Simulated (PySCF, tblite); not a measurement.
Bond stretch in SiH, doublet.

Methods: ROKS-PBE0 = restricted open-shell PBE0/6-31G run with PySCF; GFN2-xTB, 300 K electronic temperature (tblite); CASSCF(5,5)/6-31G (PySCF); ROKS-r2SCAN = restricted open-shell r2SCAN/6-31G in PySCF 2.14.0; UMP2 = MP2 on UHF/6-31G, 5 core orbitals frozen (PySCF).

Energies are in kJ/mol, each relative to the lowest point of its own curve near equilibrium.

| R / Å | ROKS-PBE0 | GFN2-xTB | CASSCF(5,5) | ROKS-r2SCAN | UMP2 |
|---|---|---|---|---|---|
| 1.23 | 127.8 | 106.5 | 133.1 | 126.8 | 126.3 |
| 1.30 | 72.1 | 47.4 | 77.0 | 71.6 | 70.7 |
| 1.37 | 35.7 | 17.1 | 39.8 | 35.4 | 34.5 |
| 1.45 | 11.6 | 2.6 | … | 11.5 | 10.8 |
| 1.48 | 6.3 | 0.6 | … | 6.3 | 5.7 |
| 1.53 | 1.2 | 0.0 | 2.6 | 1.2 | … |
| 1.59 | 0.0 | … | 0.0 | 0.0 | 0.0 |
| 1.61 | 0.6 | 3.6 | … | 0.6 | 0.7 |
| 1.67 | 4.9 | … | 2.7 | 4.8 | 5.3 |
| 1.79 | 21.9 | 21.2 | 15.4 | 21.3 | 22.7 |
| 1.91 | 45.8 | 36.2 | 34.1 | 44.6 | 47.5 |
| 2.07 | 83.2 | 59.9 | 63.3 | 81.0 | 92.5 |
| 2.31 | 142.7 | 99.7 | 107.5 | 138.4 | 149.3 |

**Question.** Some entries are withheld; supply them.

**Answer.** 
- 1.45, CASSCF(5,5): 14.5
- 1.48, CASSCF(5,5): 8.7
- 1.53, UMP2: 0.9
- 1.59, GFN2-xTB: 2.3
- 1.61, CASSCF(5,5): 0.1
- 1.67, GFN2-xTB: 8.5

The scan ran from 1.23 to 6.10 Å; beyond the distances shown one of the unrestricted levels run for this scan, shown here or not, changes its spin distribution in one step. The unrestricted determinant behind UMP2 is spin-contaminated at 2.07 to 2.31 Å (<S²> up to 1.3, against 0.75 for a pure doublet).
